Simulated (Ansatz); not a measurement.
Mg₂F₄. Total charge 0; singlet. Geometry relaxed at PBE0-D4/def2-SVP.

```xyz
6

Mg   -0.329    0.286   -1.382
Mg    0.322   -0.284    1.385
F     0.730   -0.637    3.058
F    -0.710    0.630   -3.064
F    -0.328   -1.178   -0.166
F     0.315    1.183    0.170
```

The structure comes from a short search, and lower isomers may exist.

(1) Estimate the harmonic wavenumbers at RKS PBE0-D4/def2-SVP (Ansatz, unscaled). Is this a minimum?

Answers

(1) 59, 105, 145, 152, 264, 273, 453, 466, 490, 496, 795, 815 cm⁻¹. Yes, no mode is imaginary beyond noise. Zero-point energy 27.0 kJ/mol. Hardware: 4 threads of Arm Neoverse V2 on a shared host. Wall time 22 s.
